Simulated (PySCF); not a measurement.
A calculation to check before its numbers are used.

A core-ionisation job on CH6AsB, SMILES `B[AsH]C`. Computed with delta-SCF UKS SCAN, pcX-2 on the ionised atom, pcseg-1 elsewhere, spin-free X2C in PySCF 2.14.0.

Driver input (Å, PBE0-D3(BJ)/def2-SVP geometry):

```
{"job": {"kind": "xps"}, "charge": 0, "multiplicity": 1}
B      1.5277     0.2926    -0.2262
As     0.0148     0.1485     1.0215
C     -1.4755    -0.5978    -0.0163
H      2.3516     1.1591    -0.0602
H      1.7275    -0.5917    -1.0251
H     -0.4135     1.5947     1.1649
H     -1.7654     0.0536    -0.8503
H     -2.3382    -0.7560     0.6444
H     -1.1532    -1.5703    -0.4138
```

Output:

```
ground state, core basis on atom 0 (B), 116 functions
  cycle   1  E = -2321.89688219  |g| = 3.14e-01
  cycle   2  E = -2321.87627476  |g| = 4.08e-01
  cycle   3  E = -2321.92613063  |g| = 4.87e-02
  cycle   4  E = -2321.92696324  |g| = 1.71e-02
  cycle   5  E = -2321.92705851  |g| = 4.87e-03
  cycle   6  E = -2321.92706378  |g| = 2.20e-03
  cycle   7  E = -2321.92706346  |g| = 8.56e-04
  cycle   8  E = -2321.92706727  |g| = 1.28e-04
  E(ground) = -2321.83166076 Eh
hole in B 1s of atom 0
  cycle   1  E = -2314.30264503  |g| = 1.15e+00
  cycle   2  E = -2312.73245439  |g| = 1.86e+00
  cycle   3  E = -2314.51505939  |g| = 5.13e-01
  cycle   4  E = -2314.52061793  |g| = 5.20e-01
  cycle   5  E = -2314.73746960  |g| = 6.06e-02
  cycle   6  E = -2314.73937213  |g| = 6.87e-02
  cycle   7  E = -2314.74312498  |g| = 4.04e-02
  cycle   8  E = -2314.74483426  |g| = 3.83e-02
  cycle   9  E = -2314.74648878  |g| = 3.25e-02
  cycle  10  E = -2314.74751664  |g| = 1.80e-02
  cycle  11  E = -2314.74775937  |g| = 4.29e-03
  cycle  12  E = -2314.74777149  |g| = 1.68e-03
  cycle  13  E = -2314.74777414  |g| = 7.84e-04
  cycle  14  E = -2314.74777449  |g| = 2.32e-04
  E(ion) = -2314.65190210 Eh   <S^2> = 1.2695   hole on atom = 1.000   binding energy = 195.371 eV
ground state, core basis on atom 2 (C), 116 functions
  cycle   1  E = -2321.93687598  |g| = 5.77e-02
  cycle   2  E = -2321.93669083  |g| = 2.82e-02
  cycle   3  E = -2321.93664751  |g| = 2.93e-02
  cycle   4  E = -2321.93698970  |g| = 3.10e-03
  cycle   5  E = -2321.93699380  |g| = 7.89e-04
  cycle   6  E = -2321.93699355  |g| = 7.82e-05
  E(ground) = -2321.83956947 Eh
hole in C 1s of atom 2
  cycle   1  E = -2310.67815687  |g| = 1.50e+00
  cycle   2  E = -2309.94397943  |g| = 1.83e+00
  cycle   3  E = -2311.19822676  |g| = 3.45e-01
  cycle   4  E = -2311.24375862  |g| = 1.25e-01
  cycle   5  E = -2311.25323938  |g| = 4.59e-02
  cycle   6  E = -2311.25475150  |g| = 1.21e-02
  cycle   7  E = -2311.25486296  |g| = 3.60e-03
  cycle   8  E = -2311.25487301  |g| = 8.86e-04
  cycle   9  E = -2311.25487447  |g| = 4.53e-04
  E(ion) = -2311.15660454 Eh   <S^2> = 0.7703   hole on atom = 1.000   binding energy = 290.698 eV
```

The program numbers atoms from 0. E(ground) and E(ion) are re-evaluated on a finer grid than the cycles, so they differ from the last cycles; that is no fault.

**Question.** Do all binding energies of this run deserve the same trust?

**Answer.** No. Every hole passed the driver's convergence checks (|g| < 5e-4, core orbital emptied to over 0.9), but ⟨S²⟩ is 1.269 for B1s on atom 0, against 0.75 for a pure doublet, so the unrestricted ion state holds higher spin components.

**Question.** How can it be mended?

**Answer.** Recompute such holes with a restricted open-shell or spin-projected scheme and compare; until then these binding energies are doubtful.

The run took 9.3 s of wall time on one thread of an Arm Neoverse V2, no GPU, on a shared host.
